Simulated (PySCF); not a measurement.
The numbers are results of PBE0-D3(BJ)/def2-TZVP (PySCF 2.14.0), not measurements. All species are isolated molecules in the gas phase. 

Reference species (SMILES): `[C-]#[N+][Si]Cl` (excited triplet) (neutral, multiplicity 3).

```yaml
dipole_moment: 2.64 D
```

Changed species: `[SiH3][Si]Cl` (excited triplet) (X = silyl, multiplicity 3; the reference has X = isocyano, multiplicity 3).

**Question.** Give the shifts of the dipole moment.

**Answer.** the dipole moment drops by 1.35 D, to 1.29 D.
